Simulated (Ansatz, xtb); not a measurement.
# C5H5NO2: 3 structures ranked

3 gas-phase structures of C5H5NO2, from a drawn sample of its isomers (lower ones may exist). Each was relaxed with GFN2-xTB; where two conformers were screened, the lower at r2SCAN-D4/def2-SVP is listed:

A. `OC(O)=C1C=CN=C1`, a singlet
B. `O=C(O)c1cc[nH]c1`, a singlet
C. `O=C(O)[C@@H]1C=CN=C1`, a singlet

Task: Estimate their order in r2SCAN-D4/def2-SVP energy at these geometries, lowest first.

Result: Calculated order at r2SCAN-D4/def2-SVP: B (0.000), C (1.364), A (1.606) eV.

Energies above the lowest of each column, in eV; the last columns are at B3LYP/def2-SVP geometries:

```json
{"structure": "B", "GFN2-xTB": "0.000", "HF/STO-3G": "0.000", "r2SCAN-D4/def2-SVP": "0.000", "B3LYP/def2-SVP": "0.000", "CCSD(T)/def2-SVP + ΔMP2/def2-TZVPP": "0.000"}
{"structure": "C", "GFN2-xTB": "1.104", "HF/STO-3G": "0.822", "r2SCAN-D4/def2-SVP": "1.364", "B3LYP/def2-SVP": "1.272", "CCSD(T)/def2-SVP + ΔMP2/def2-TZVPP": "1.027"}
{"structure": "A", "GFN2-xTB": "1.312", "HF/STO-3G": "1.195", "r2SCAN-D4/def2-SVP": "1.606", "B3LYP/def2-SVP": "1.613", "CCSD(T)/def2-SVP + ΔMP2/def2-TZVPP": "1.510"}
```

Every level run on B puts it lowest or level with the lowest. Flexible structures stand in one conformer each, not always the lowest. The ΔMP2 step shifts differences by up to 0.165 eV, which makes them less sure. ΔMP2 is the change of the MP2 energy from the smaller to the larger basis.

Programs: Ansatz 0.2.0, xtb 6.7.1.
